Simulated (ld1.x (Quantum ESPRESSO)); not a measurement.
**S, RRKJ: configuration errors across variants**

```
Element                 : sulfur (S)
Generator               : ld1.x (Quantum ESPRESSO) 7.5
Type                    : norm-conserving RRKJ (Kleinman–Bylander form)
Functional              : Wu–Cohen
Relativity              : scalar-relativistic
Frozen core             : [Ne]
Valence charge          : 6
Reference configuration : 3s1.5 3p4.5
Partial waves           : 3s (bound): rc 1.15 bohr; 3p (bound): rc 1.40 bohr
Local potential         : all-electron potential smoothed inside 1.00 bohr (lloc = -1)
Core correction         : a·sin(br)/r model core inside 1.05 bohr
rho0                    : 0.01
```

All-electron excitation energies from the reference (eV): (1) 3s2 3p4 -5.129; (2) 3s2 3p3 6.617; (3) 3s2 3p2 28.888; (4) 3s2 3p4.3 -6.829; (5) 3s2 3p0 109.775; (6) 3s1 3p5 5.160; (7) 3s0 3p6 15.569.

Errors AE − PS in meV (a dash: test not solved or not reliable):

| change | (1) | (2) | (3) | (4) | (5) | (6) | (7) | bound ghosts |
| --- | --- | --- | --- | --- | --- | --- | --- | --- |
| base | 0.0 | +3.6 | +40 | +1.0 | +446 | -0.4 | -3.6 | none |
| core correction none | +0.9 | +9.3 | +74 | +1.6 | +853 | +0.7 | +5.8 | none |
| core correction a·sin(br)/r model core inside 0.54 bohr | 0.0 | +3.2 | +39 | +1.1 | +442 | -0.4 | -4.4 | none |
| core correction a·sin(br)/r model core inside 0.66 bohr | 0.0 | +3.2 | +39 | +1.1 | +443 | -0.4 | -4.4 | none |
| core correction a·sin(br)/r model core inside 0.86 bohr | 0.0 | +3.4 | +40 | +1.1 | +447 | -0.4 | -4.1 | none |
| core correction a·sin(br)/r model core inside 1.22 bohr | 0.0 | +3.9 | +40 | +0.9 | +446 | -0.3 | -2.8 | none |
| core correction a·sin(br)/r model core inside 1.38 bohr | +0.3 | +5.4 | +48 | +1.2 | +549 | 0.0 | +1.4 | none |

Task: Give the same row for: core correction a·sin(br)/r model core inside 1.06 bohr.

Result: 0.0, +3.6, +40, +1.0, +444, -0.4, -3.6; bound ghosts: none.
